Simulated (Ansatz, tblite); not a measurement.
Spin states of TlCl₂ (the lowest doublet isomer of a short search), each relaxed with r2SCAN-D4/def2-TZVP in Ansatz. Electronic energies in the gas phase.

In the def2 sets Tl takes a core potential; there is no spin–orbit coupling. The xTB rows come from tblite. LC-ωPBE has ω = 0.4 bohr⁻¹. Correlated methods freeze 14 core orbitals; core or outer-core shells of Tl are correlated, in sets that lack core-valence functions. HOMO above LUMO, or a gap near zero within one spin, warns that the state may not be the lowest or that an electron is smeared out. The structure comes from a short search, and lower isomers may exist.

Doublet geometry (C2v within 0.1 Å):

Cartesian coordinates in Å:
```
Tl 0.184 0.532 -0.442
Cl 0.449 1.001 1.970
Cl -0.633 -1.533 -1.528
```

Quartet geometry (C2v within 0.1 Å):

| atom | x (Å) | y (Å) | z (Å) |
| --- | --- | --- | --- |
| Tl1 | -0.163 | -0.247 | -0.121 |
| Cl2 | -2.073 | 0.972 | 1.237 |
| Cl3 | 2.237 | -0.726 | -1.116 |

⟨S²⟩: doublet 0.76 at PBE0-D4/def2-TZVP (pure 0.75), quartet 3.76 at PBE0-D4/def2-TZVP (pure 3.75).

Only these spin states were relaxed.

```tsv
level	quartet − doublet (kJ/mol)	lowest of these	remarks
GFN1-xTB	697.4	doublet	–
HF/def2-TZVPP	424.4	doublet	–
BLYP-D4/def2-TZVP	467.5	doublet	gap within one spin near zero (quartet)
CAM-B3LYP-D4/def2-TZVP	520.0	doublet	–
LC-ωPBE/def2-TZVP	517.4	doublet	–
CCSD/def2-TZVPP	505.2	doublet	–
```

**Question.** Estimate the rows for HF/def2-TZVP, r2SCAN-D4/def2-TZVP, PBE0-D4/def2-TZVP, B2PLYP/def2-TZVP, RPA@PBE/def2-TZVP, CCSD(T)/def2-TZVPP.

**Answer.** 
```
              level  quartet − doublet (kJ/mol)  lowest of these                                  remarks
       HF/def2-TZVP                       424.4          doublet                                        –
r2SCAN-D4/def2-TZVP                       487.2          doublet  gap within one spin near zero (quartet)
  PBE0-D4/def2-TZVP                       518.2          doublet                                        –
   B2PLYP/def2-TZVP                       525.5          doublet                                        –
  RPA@PBE/def2-TZVP                       428.0          doublet                                        –
 CCSD(T)/def2-TZVPP                       515.9          doublet                                        –
```

The xTB methods have no term that favours high spin, so they put low spin too low.
